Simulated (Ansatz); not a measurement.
Computed with r2SCAN-D4/def2-SVP (Ansatz, a quantum-chemistry and plane-wave program). No frequencies were computed at this level.

Ansatz 0.2 input:
```yaml
crystal:
  periodic: [false, false, false]
  atoms:
    - { symbol: Zn, position_ang: [0.0, 0.0, 0.0] }
    - { symbol: F, position_ang: [1.537538, -0.667993, 0.134459] }
    - { symbol: F, position_ang: [-1.537538, 0.667994, -0.134459] }
basis:
  gaussian: { orbitals: def2-svp }
hamiltonian:
  xc: r2scan
  dispersion: d4
relax:
  max_steps: 150
```

Output:

```
Functional definition: r2SCAN
654 factors; their error is unknown
mean field evaluation 1: about -53834.5804 eV, gradient 6.4e1 eV
mean field evaluation 2: about -53804.9513 eV, gradient 1.5e2 eV
mean field evaluation 4: about -53840.6988 eV, gradient 8.8e0 eV
mean field evaluation 8: about -53840.7535 eV, gradient 9.1e-3 eV
mean field -53840.75348474 eV, -1978.6111959908 hartree, gradient 7.1e-6 eV, S^2 0.000000; 0 other end points of the search recorded, 0 dependent functions left out
reference -53840.75350825 eV, -1978.6111968549 hartree; 24, 24 occupied and 35, 35 virtual orbitals, 654 factors
relax step   1: F+E_penalty+E_count = -53840.75958281 eV  Δ(F+E_penalty+E_count) = +0.000e0 eV  max|allowed force component| = 1.120e0 eV/Å  Δτ_max = 0.0000 Å  (25 SCF iters, accepted)
these checks for a lower state are left out or cut short: starts, cluster_reference, orbital_swaps, neighbouring_geometries, increment
654 factors; their error is unknown
mean field evaluation 16: about -53840.8261 eV, gradient 5.8e-3 eV
mean field -53840.78796745 eV, -1978.6124632070 hartree, gradient 2.3e-5 eV, S^2 0.000000; 0 other end points of the search recorded, 0 dependent functions left out
reference -53840.78799117 eV, -1978.6124640787 hartree; 24, 24 occupied and 35, 35 virtual orbitals, 654 factors
relax step   2: F+E_penalty+E_count = -53840.79403945 eV  Δ(F+E_penalty+E_count) = -3.446e-2 eV  max|allowed force component| = 5.843e-1 eV/Å  Δτ_max = 0.0186 Å  (27 SCF iters, accepted)
these checks for a lower state are left out or cut short: starts, cluster_reference, orbital_swaps, neighbouring_geometries, increment
654 factors; their error is unknown
mean field -53840.80208744 eV, -1978.6129821070 hartree, gradient 2.4e-5 eV, S^2 0.000000; 0 other end points of the search recorded, 0 dependent functions left out
reference -53840.80211144 eV, -1978.6129829890 hartree; 24, 24 occupied and 35, 35 virtual orbitals, 654 factors
relax step   3: F+E_penalty+E_count = -53840.80812963 eV  Δ(F+E_penalty+E_count) = -1.409e-2 eV  max|allowed force component| = 4.003e-2 eV/Å  Δτ_max = 0.0210 Å  (27 SCF iters, accepted)
these checks for a lower state are left out or cut short: starts, cluster_reference, orbital_swaps, neighbouring_geometries, increment
654 factors; their error is unknown
mean field evaluation 32: about -53840.8021 eV, gradient 1.1e-1 eV
mean field -53840.80216151 eV, -1978.6129848291 hartree, gradient 6.3e-5 eV, S^2 0.000000; 0 other end points of the search recorded, 0 dependent functions left out
reference -53840.80218554 eV, -1978.6129857121 hartree; 24, 24 occupied and 35, 35 virtual orbitals, 654 factors
relax step   4: F+E_penalty+E_count = -53840.80820135 eV  Δ(F+E_penalty+E_count) = -7.172e-5 eV  max|allowed force component| = 7.478e-5 eV/Å  Δτ_max = 0.0016 Å  (18 SCF iters, accepted)
654 factors; their error is unknown
mean field -53840.80216151 eV, -1978.6129848291 hartree, gradient 6.3e-5 eV, S^2 0.000000; 1 other end points of the search recorded, 0 dependent functions left out
reference -53840.80218554 eV, -1978.6129857121 hartree; 24, 24 occupied and 35, 35 virtual orbitals, 654 factors
Total energy: -53840.80822538 eV, -1978.6132076721 hartree
Atom 0 at     0.000000     0.000000     0.000000 Å, force    -0.000000     0.000000    -0.000000 eV/Å
Atom 1 at     1.575205    -0.684358     0.137753 Å, force    -0.000075     0.000032    -0.000007 eV/Å
Atom 2 at    -1.575205     0.684359    -0.137753 Å, force     0.000075    -0.000032     0.000007 eV/Å
Dipole moment:     0.000000    -0.000000     0.000000 e Å
```

Cost: around 7 core-seconds (rough).
